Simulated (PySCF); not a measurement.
CHAlClNO. Atoms are numbered in the order given.

```xyz
6

Al    -0.8419     0.6528     0.0000
Cl     0.6148     2.1552     0.0000
H     -2.3667     1.0070     0.0000
N     -0.2895    -1.0258     0.0000
C      0.1237    -2.1550     0.0000
O      0.5180    -3.2526     0.0000
```

The structure is a stationary point at PBE0-D3(BJ)/def2-SVP. The values are those of a single conformer.

Method: PBE0-D3(BJ)/def2-SVP (PySCF).

Frequencies are harmonic and unscaled.

```
mode  ν (cm⁻¹)  IR (km/mol)  moving atoms (share of kinetic energy)
----  --------  -----------  --------------------------------------
1           61          0.7        O 34 %, Cl 27 %, N 26 %, Al 10 %
2          118          0.2                   N 62 %, O 20 %, H 9 %
3          218         16.3                N 48 %, Cl 23 %, Al 14 %
4          477        151.4                         H 77 %, Al 19 %
5          505         55.2                Al 45 %, Cl 34 %, O 10 %
6          616         23.5         Al 38 %, H 32 %, O 13 %, Cl 9 %
7          639         28.8                  C 71 %, O 14 %, N 13 %
8          652         38.9                  C 71 %, N 15 %, O 14 %
9          695        386.2                         H 63 %, Al 30 %
10        1530         45.6                          N 57 %, O 40 %
11        2033        132.7                                  H 96 %
12        2460       1539.9                  C 70 %, N 17 %, O 13 %
```
